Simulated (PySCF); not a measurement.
PySCF 2.14 calculation with geometry: GFN2-xTB and PBE0/pcSseg-1 with gauge-including orbitals; one computed conformer, in vacuum, no relativistic terms, fast rotation and ring inversion assumed for equivalent nuclei.

References, each an isolated molecule treated in the same way: TMS for ¹H (σ = 31.72 ppm), ¹³C (σ = 186.93 ppm). Shifts are as computed. Against solution values, carbons near 30 ppm lie about +3 ppm off and those near 130 ppm about +5 ppm. Of 1211 compounds with measured shifts, 218 miss one by over three times the rms of a fit or turn the order of signals round; such compounds aren't used in these exercises. OH and NH positions are gas-phase values without hydrogen bonding to other molecules.

Q: Order these molecules by the shift of their most deshielded carbon, lowest δ first.
A. C#C/C(C)=C1/CCC1=C
B. CNc1cccc2c1C2
C. C[Si@H](C#CC#N)[SiH2][SiH3]
D. N#C[SiH](N)C#N

A: C (111.3 ppm, nitrile carbon), D (121.7 ppm, nitrile carbon), B (142.9 ppm, aromatic carbon bearing nitrogen), A (155.1 ppm, fully substituted alkene carbon).

Q: Order these molecules by the shift of their most deshielded carbon-bound hydrogen, lowest δ first.
A. C#C/C(C)=C1/CCC1=C
B. C[Si@H](C#CC#N)[SiH2][SiH3]
C. CNc1cccc2c1C2

A: B (0.43 ppm, hydrogen on a methyl carbon bonded to Si), A (6.41 ppm, hydrogen on a terminal =CH2 carbon), C (7.24 ppm, hydrogen on an aromatic CH).

Q: How many ¹³C and ¹H signals does each give (equivalence by symmetry and fast rotation, but not about amide C–N or C=N bonds)? `N#C[SiH](N)C#N`, `C[Si@H](C#CC#N)[SiH2][SiH3]`, `CNc1cccc2c1C2`, `C#C/C(C)=C1/CCC1=C`

A: N#C[SiH](N)C#N: 1 C, 2 H; C[Si@H](C#CC#N)[SiH2][SiH3]: 4 C, 5 H; CNc1cccc2c1C2: 8 C, 6 H; C#C/C(C)=C1/CCC1=C: 9 C, 6 H.
